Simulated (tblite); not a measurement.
Compound: C6H8FOSi (doublet state).
Atom-mapped SMILES: `[C:1]#[C:2][C@@H:3]1[CH2:4][O:5][CH2:6][C@H:7]([F:8])[SiH2:9]1` (hydrogens: H10 on C3; H11, H12 on C4; H13, H14 on C6; H15 on C7; H16, H17 on Si9)

Cartesian coordinates in Å at the GFN2-xTB level; atoms count from 1:
```
atom  x, y, z in Å
C1     3.726    0.421   -0.566
C2     2.556    0.455   -0.277
C3     1.275    0.204    0.361
C4     0.796   -1.235    0.128
O5    -0.461   -1.491    0.712
C6    -1.551   -0.922    0.037
C7    -1.630    0.595    0.236
F8    -2.706    1.082   -0.491
Si9   -0.006    1.447   -0.354
H10    1.374    0.362    1.441
H11    1.485   -1.938    0.607
H12    0.770   -1.454   -0.950
H13   -1.505   -1.139   -1.041
H14   -2.442   -1.406    0.450
H15   -1.857    0.815    1.285
H16    0.150    2.777    0.228
H17    0.018    1.438   -1.817
```

Calculated harmonic vibrations of the isolated species, GFN2-xTB (tblite), most abundant isotopes, no scaling. Against measured fundamentals such values can be off by several per cent, at times by over 20. Modes of hydrogen on silicon can be 10 to 20 % off. One conformer, not necessarily the lowest. Open shells enter through the occupations alone, without spin polarisation, and single modes of such species can be off by tens of per cent.

Harmonic wavenumbers (cm⁻¹): 58.0, 115.7, 124.0, 188.0, 237.1, 255.4, 315.1, 325.6, 352.2, 376.6, 416.1, 494.1, 530.0, 552.7, 655.2, 662.9, 671.2, 752.0, 943.0, 950.4, 987.9, 1005.1, 1029.6, 1045.9, 1053.4, 1092.3, 1109.3, 1160.1, 1214.6, 1247.3, 1260.7, 1274.5, 1322.6, 1332.7, 1462.0, 1468.1, 2112.5, 2287.8, 2305.8, 2871.2, 2874.5, 2915.1, 2920.1, 2960.2, 2961.7.

A = 2537, B = 986.8, C = 751.4 MHz; mass 143.033 u (most abundant isotopes); point group C1, symmetry number 1; spin multiplicity 2.

Problem. Zero-point energy?

Solution. ½Σν̃ = 26125 cm⁻¹ = 74.70 kcal/mol.

Problem. What is S at 500 K and 1 bar for an ideal gas of classical rigid rotors and harmonic oscillators?

Solution. Translation 43.38, rotation 31.07, vibration 46.46, spin (R ln 2) 1.38: S = 122.3 cal/(mol K).

Problem. And Cp and H(500 K) − H(0)?

Solution. Cp = 55.38 cal/(mol K), of which vibrations give 47.43 (their classical limit is 45 R = 89.4); H(500 K) − H(0) = 16.39 kcal/mol without the zero-point energy, 12.42 from vibrations.

Problem. What must be added to the electronic energy to get the Gibbs energy at 500 K and 1 bar?

Solution. ZPE + [H(500 K) − H(0)] − T·S = 74.70 + 16.39 − 61.14 = 29.95 kcal/mol.

Problem. Which modes carry the vibrational entropy at 500 K?

Solution. 58.0 cm⁻¹: 5.55; 115.7 cm⁻¹: 4.18; 124.0 cm⁻¹: 4.05; 188.0 cm⁻¹: 3.23; 237.1 cm⁻¹: 2.79; 255.4 cm⁻¹: 2.64 cal/(mol K); the other 39 give 24.02 together.

Problem. How do the functions run with temperature in this model?

Solution. 
| T (K) | S (cal/(mol K)) | Cp (cal/(mol K)) | H − H(0) (kcal/mol) | G − H(0) (kcal/mol) | ln q(vib) |
| --- | --- | --- | --- | --- | --- |
| 150 | 77.4 | 23.2 | 2.21 | -9.40 | 2.20 |
| 250 | 91.7 | 33.8 | 5.06 | -17.87 | 4.59 |
| 298.15 | 98.1 | 38.6 | 6.80 | -22.44 | 5.79 |
| 400 | 110.8 | 47.9 | 11.22 | -33.09 | 8.36 |
| 600 | 132.9 | 61.5 | 22.25 | -57.52 | 13.35 |
| 900 | 160.5 | 74.0 | 42.74 | -101.68 | 20.34 |

q(vib) and H(0) count from the zero-point level.

Hindered rotation and anharmonicity are outside this model. Other conformers, if any are populated, would add a mixing term that is left out. The structure is chiral; the term R ln 2 for an equal mix with its mirror image is left out.
